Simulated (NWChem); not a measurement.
System: CH3FOTe; SMILES [Te](OC)F

Parts of the log:

```
             Northwest Computational Chemistry Package (NWChem) 7.3.0
             --------------------------------------------------------

 C1  symmetry detected

                             Geometry "geometry" -> ""
                             -------------------------

 Output coordinates in angstroms (scale by  1.889725989 to convert to a.u.)

  No.       Tag          Charge          X              Y              Z
 ---- ---------------- ---------- -------------- -------------- --------------
    1 Te                  52.0000     0.31440929    -0.47556306     0.02821928
    2 F                    9.0000    -1.57135065    -0.93744690    -0.06944452
    3 O                    8.0000     0.15726785     1.39134960    -0.56796513
    4 C                    6.0000    -0.34062298     2.35576904     0.33520425
    5 H                    1.0000     0.19850505     2.35272280     1.29899299
    6 H                    1.0000    -0.20434191     3.33868134    -0.14225308
    7 H                    1.0000    -1.41569509     2.20948589     0.53335380

 Effective nuclear repulsion energy (a.u.)     378.7925355096

                                 NWChem DFT Module
                                 -----------------

 Summary of "ao basis" -> "ao basis" (spherical)
 ------------------------------------------------------------------------------
       Tag                 Description            Shells   Functions and Types
 ---------------- ------------------------------  ------  ---------------------
 Te                        def2-svpd                13       35   5s5p3d
 F                         def2-svpd                 9       23   4s3p2d
 O                         def2-svpd                 9       23   4s3p2d
 C                         def2-svpd                 8       20   4s2p2d
 H                         def2-svpd                 4        8   2s2p

            General Information
            -------------------
          SCF calculation type: DFT
          Wavefunction type:  closed shell.
          No. of atoms     :     7
          No. of electrons :    50
           Alpha electrons :    25
            Beta electrons :    25
          Charge           :     0
          Spin multiplicity:     1
          Use of symmetry is: off; symmetry adaption is: off
          Maximum number of iterations: 150
          AO basis - number of functions:   125
                     number of shells:    51
          Convergence on energy requested:  1.00D-06
          Convergence on density requested:  1.00D-05
          Convergence on gradient requested:  5.00D-04

              XC Information
              --------------
                         B3LYP Method XC Potential
                     Hartree-Fock (Exact) Exchange  0.200
                        Slater Exchange Functional  0.800 local
                    Becke 1988 Exchange Functional  0.720 non-local
              Lee-Yang-Parr Correlation Functional  0.810
                  VWN I RPA Correlation Functional  0.190 local

             Grid Information
             ----------------
          Grid used for XC integration:  medium
          Radial quadrature: Mura-Knowles
          Angular quadrature: Lebedev.
          Tag              B.-S. Rad. Rad. Pts. Rad. Cut. Ang. Pts.
          ---              ---------- --------- --------- ---------
          Te                  1.40      123          11.0       590
          F                   0.50       49          12.0       434
          O                   0.60       49          11.0       434
          C                   0.70       49          13.0       434
          H                   0.35       45          13.0       434
          Grid pruning is: on
          Number of quadrature shells:   405
          Spatial weights used:  Erf1

      Superposition of Atomic Density Guess
      -------------------------------------

 Sum of atomic energies:        -524.33603792

      Non-variational initial energy
      ------------------------------

 Total energy =    -480.991653
 1-e energy   =   -1171.530976
 2-e energy   =     484.260165
 HOMO         =      -0.213949
 LUMO         =      -0.079967

[...]

                                NWChem TDDFT Module
                                -------------------

            General Information
            -------------------
           No. of orbitals :     250
            Alpha orbitals :     125
             Beta orbitals :     125
        Alpha frozen cores :       0
         Beta frozen cores :       0
     Alpha frozen virtuals :       0
      Beta frozen virtuals :       0
         Spin multiplicity :       1
    Number of AO functions :     125
        Use of symmetry is : off
      Symmetry adaption is : off
         Schwarz screening :  0.10D-07

              XC Information
              --------------
                  B3LYP Method XC Potential
              Hartree-Fock (Exact) Exchange   0.20
                 Slater Exchange Functional   0.80 local
             Becke 1988 Exchange Functional   0.72 non-local
       Lee-Yang-Parr Correlation Functional   0.81
           VWN I RPA Correlation Functional   0.19 local

             TDDFT Information
             -----------------
          Calculation type : Tamm-Dancoff TDDFT
         Wavefunction type : Restricted singlets
          No. of electrons :      50
           Alpha electrons :      25
            Beta electrons :      25
              No. of roots :       6
          Max subspacesize :    5200
            Max iterations :     100
               Target root :       1
           Target symmetry : none
      Symmetry restriction : off
                 Algorithm : Optimal
        Davidson threshold :  0.10D-03

    6 smallest eigenvalue differences (eV)
--------------------------------------------------------
  No. Spin  Occ  Vir  Irrep   E(Occ)    E(Vir)   E(Diff)
--------------------------------------------------------
    1    1   25   26 a        -0.231    -0.097     3.665
    2    1   25   27 a        -0.231    -0.072     4.331
    3    1   24   26 a        -0.316    -0.097     5.955
    4    1   25   28 a        -0.231     0.007     6.495
    5    1   23   26 a        -0.337    -0.097     6.532
    6    1   24   27 a        -0.316    -0.072     6.621
--------------------------------------------------------

  Entering Davidson iterations
  Restricted singlet excited states

  Iter   NTrls   NConv    DeltaV     DeltaE      Time
  ----  ------  ------  ---------  ---------  ---------
    1      6       0     0.16E+00   0.10+100       44.2
    2     12       0     0.22E-01   0.19E-01       41.1
    3     18       0     0.54E-02   0.73E-03       45.8
    4     24       0     0.19E-02   0.51E-04       40.2
    5     30       2     0.45E-03   0.57E-05       38.7
    6     34       6     0.78E-04   0.19E-06       39.8
  ----  ------  ------  ---------  ---------  ---------
  Convergence criterion met

  Ground state a        -482.908638411519 a.u.

  ----------------------------------------------------------------------------
  Root   1 singlet a              0.094010944 a.u.                2.5582 eV
  ----------------------------------------------------------------------------
     Transition Moments    X  0.01793   Y  0.04833   Z -0.03326
     Dipole Oscillator Strength                    0.0002358510
     Electric Quadrupole                           0.0000000130
     Magnetic Dipole                               0.0000012161
     Total Oscillator Strength                     0.0002370801

     Occ.   25  a   ---  Virt.   26  a       -0.99678
     Occ.   25  a   ---  Virt.   27  a       -0.05363
  ----------------------------------------------------------------------------
  Root   2 singlet a              0.125557671 a.u.                3.4166 eV
  ----------------------------------------------------------------------------
     Transition Moments    X -0.05230   Y  0.11801   Z  0.13131
     Dipole Oscillator Strength                    0.0028379734
     Electric Quadrupole                           0.0000000150
     Magnetic Dipole                               0.0000013996
     Total Oscillator Strength                     0.0028393881

     Occ.   25  a   ---  Virt.   26  a        0.05305
     Occ.   25  a   ---  Virt.   27  a       -0.99320
  ----------------------------------------------------------------------------
  Root   3 singlet a              0.185427013 a.u.                5.0457 eV
  ----------------------------------------------------------------------------
     Transition Moments    X  0.04981   Y -0.24268   Z -0.03261
     Dipole Oscillator Strength                    0.0077181360
     Electric Quadrupole                           0.0000000298
     Magnetic Dipole                               0.0000000614
     Total Oscillator Strength                     0.0077182273

     Occ.   23  a   ---  Virt.   26  a        0.13837
     Occ.   23  a   ---  Virt.   27  a        0.25584
     Occ.   24  a   ---  Virt.   26  a       -0.89157
     Occ.   24  a   ---  Virt.   27  a       -0.32958
  ----------------------------------------------------------------------------
  Root   4 singlet a              0.198981178 a.u.                5.4146 eV
  ----------------------------------------------------------------------------
     Transition Moments    X  0.04839   Y  0.00050   Z  0.06427
     Dipole Oscillator Strength                    0.0008585904
     Electric Quadrupole                           0.0000000398
     Magnetic Dipole                               0.0000000631
     Total Oscillator Strength                     0.0008586933

[...]
```

Level: B3LYP/def2-SVPD with def2 effective core potentials on Te, TDA. Geometry: optimised at PBE0/def2-SVP. No frequency run checked for a minimum. def2 effective core potentials on Te; no spin-orbit coupling.

Problem. Which NWChem input produces such a log?

Solution. This is not unique; one that fits is the input that was run:
```
start job
memory heap 200 mb stack 900 mb global 1100 mb
geometry units angstroms noautoz
  Te     0.292080    -0.482492     0.001965
  F     -1.607477    -0.895445     0.012850
  O      0.150560     1.382012    -0.605562
  C     -0.271859     2.367979     0.312668
  H      0.319218     2.360122     1.245472
  H     -0.136757     3.342256    -0.182495
  H     -1.337815     2.252020     0.570996
end
basis spherical
  * library def2-svpd
end
ecp
  Te library def2-ecp
end
dft
  xc b3lyp
  iterations 150
end
tddft
  cis
  nroots 6
  notriplet
end
task tddft energy
```
